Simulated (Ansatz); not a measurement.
`[SiH3]N([SiH3])[Si]Cl` + H₂S → `S[Si]Cl` + `[SiH3]N[SiH3]`  (ligand exchange at the Si–N bond)

Isolated molecules relaxed with PBE0-D4/def2-TZVP in Ansatz; ΔE leaves out vibrations. CBS: MP2 limit from def2 TZ/QZ plus the TZ coupled-cluster correction, frozen cores. This one scheme is used for every species. Functionals use def2-TZVPP. B3LYP here is the variant with VWN-RPA as its local correlation; programs differ in this. One conformer a species, not always the lowest.

```
           level  ΔE (kcal/mol)  difference from CCSD(T)/CBS
       revPBE-D4            1.5                         -1.3
         BLYP-D4            2.3                         -0.5
    CAM-B3LYP-D4            2.8                          0.0
         ωB97M-V            2.9                          0.1
           B3LYP           -1.0                         -3.8
         r2SCAN0            0.6                         -2.2
   CCSD/def2-SVP            4.9                          2.1
CCSD(T)/def2-SVP            5.3                          2.5
   MP2/CBS(def2)            3.0                          0.2
  CCSD/CBS(def2)            2.4                         -0.4
     CCSD(T)/CBS            2.8                            0
```

Largest T1 diagnostic among the species: 0.014.

From BLYP to BHLYP (50 % exact exchange), in def2-TZVPP and without D4, ΔE moves by +1.9 kcal/mol. At CCSD(T), def2-SVP lies +2.4 kcal/mol from the extrapolated value and def2-TZVPP +1.0 kcal/mol.
